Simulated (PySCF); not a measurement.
# Tm⁵²⁺ (thulium, charge +52) across methods

[Ne] 3s2 3p5, 2P determinant. All numbers are calculated (PySCF 2.14, scalar relativity by spin-free X2C-1e, in an even-tempered Gaussian basis (17 s from 12 bohr⁻², ratio 2.5; 12 p from 16 bohr⁻², ratio 2.5; 4 d from 67 bohr⁻², ratio 2.7; 4 f from 100 bohr⁻², ratio 2.7)).

```tsv
method	E (hartree)	mean ε 3s β (eV)	mean ε 3p α (eV)	mean ε 3p β (eV)	Σ⟨r²⟩ (bohr²)	⟨S²⟩
r2SCAN	-10880.83	-5292.8	-4963.7	-4952.9	0.3863	0.750
PBE	-10880.74	-5285.8	-4958.4	-4948.8	0.3861	0.750
BLYP	-10881.75	-5285.6	-4958.5	-4948.9	0.3861	0.750
UHF	-10879.30655	-5354.1	-5014.1	-5002.1	0.3864	0.750
B97-3	-10880.36	-5305.2	-4973.8	-4963.7	0.3862	0.750
PBE0	-10880.58	-5303.4	-4972.8	-4962.6	0.3862	0.750
```

Q: Estimate the same row for LDA.

A: E (hartree) = -10871.16; mean ε 3s β (eV) = -5282.3; mean ε 3p α (eV) = -4956.3; mean ε 3p β (eV) = -4946.6; Σ⟨r²⟩ (bohr²) = 0.3864; ⟨S²⟩ = 0.750.

Spin-orbit coupling, absent here, splits the open shell strongly.
